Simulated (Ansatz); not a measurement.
The lowest singlet and triplet of CH2S (SMILES C=S); geometries from B3LYP-D3(BJ)/def2-TZVP, each state relaxed from the structure named, with no frequency check.
Singlet at the triplet's geometry (charge 0, multiplicity 1):
```xyz
4

C     -1.023     0.173     0.288
S      0.578    -0.093    -0.155
H     -1.569     1.006    -0.137
H     -1.547    -0.565     0.881
```

A positive gap puts the triplet lower; no zero-point energy. R- takes a restricted singlet. U- takes an unrestricted singlet (broken symmetry where lower, unprojected). The triplet is unrestricted in single-reference levels. Active spaces average the two states.

Correlated levels freeze the cores.

Programs: Ansatz (a program for electronic structure) with Gaussian orbitals. 

Problem. What is the computed gap E(singlet) − E(triplet), vertical, at the triplet's geometry (FIC-MRCISD+Q on SA-CASSCF(4,3)/cc-pV(Q+d)Z)?

Solution. -1.83 eV

Problem. What is the computed gap E(singlet) − E(triplet), vertical, at the triplet's geometry (R-r2SCAN/def2-TZVPP)?

Solution. -1.33 eV

Problem. Estimate the gap E(singlet) − E(triplet), vertical, at the triplet's geometry that U-PBE/def2-TZVPP returns for this input.

Solution. -1.56 eV
